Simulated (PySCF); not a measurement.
Cost against size for one kind of job: GIAO PBE0/pcSseg-1 NMR shielding, non-relativistic, gas phase in PySCF 2.14.0, density-fitted response routines; work: shieldings, ring-centre shieldings, charges and field gradients. Hardware: one thread, Arm Neoverse V1 (aarch64), on a shared host. Times come from a shared host and carry two figures at best. Peak memory is the resident size of the whole Python process, interpreter and libraries included.

```json
{"species (SMILES)": "CC(C)c1ncsn1", "atoms": "16", "electrons": "68", "basis functions": "183", "SCF cycles": "14", "wall time": "26 s", "peak memory": "0.83 GiB"}
{"species (SMILES)": "C=CCNB1SC=CS1", "atoms": "17", "electrons": "82", "basis functions": "207", "SCF cycles": "13", "wall time": "40 s", "peak memory": "0.93 GiB"}
{"species (SMILES)": "C#CC1([SiH3])[SiH2]N(C)[SiH2]1", "atoms": "19", "electrons": "84", "basis functions": "212", "SCF cycles": "14", "wall time": "?", "peak memory": "?"}
{"species (SMILES)": "CC(=O)c1nc(C)ccp1", "atoms": "18", "electrons": "80", "basis functions": "217", "SCF cycles": "16", "wall time": "49 s", "peak memory": "0.96 GiB"}
{"species (SMILES)": "CC(=O)c1nn(C)nc1[SiH3]", "atoms": "19", "electrons": "82", "basis functions": "222", "SCF cycles": "15", "wall time": "?", "peak memory": "?"}
{"species (SMILES)": "COC(=O)c1cpcpc1F", "atoms": "16", "electrons": "96", "basis functions": "226", "SCF cycles": "15", "wall time": "?", "peak memory": "?"}
```

Task: Estimate the withheld figures.

Result: `C#CC1([SiH3])[SiH2]N(C)[SiH2]1`: 41 s, 1.0 GiB; `CC(=O)c1nn(C)nc1[SiH3]`: 43 s, 1.1 GiB; `COC(=O)c1cpcpc1F`: 55 s, 1.0 GiB.
